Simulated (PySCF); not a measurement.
# Nb (niobium, neutral) across methods

[Kr] 4d3 5s1 6s1, high-spin 6F determinant (an excited configuration). Calculation: PySCF 2.14, in aug-cc-pVTZ-DK; scalar relativity by spin-free X2C-1e.

```csv
method,E (hartree),mean ε 4d α (eV),mean ε 5s α (eV),mean ε 6s α (eV),Σ⟨r²⟩ (bohr²),⟨S²⟩
r2SCAN,-3819.07,-9.523,-8.003,-1.466,134.2,8.753
UHF,-3816.98941,-14.228,-10.124,-2.171,142.6,8.756
PBE0,-3818.76,-10.508,-8.496,-1.750,135.5,8.752
LDA,-3814.45,-9.022,-8.076,-1.515,131.3,8.750
MN15,-3821.60,-11.024,-8.867,-1.448,131.4,8.751
CAM-B3LYP,-3819.27,-11.697,-9.516,-1.970,137.2,8.751
revPBE,-3818.90,-9.080,-7.756,-1.529,134.5,8.751
```

Task: Estimate the same row for PBE.

Result: E (hartree) = -3818.69; mean ε 4d α (eV) = -9.072; mean ε 5s α (eV) = -7.825; mean ε 6s α (eV) = -1.521; Σ⟨r²⟩ (bohr²) = 133.4; ⟨S²⟩ = 8.751.

The outer electron is Rydberg-like, and this basis confines it to a smaller radius and binds it less than a complete one would.
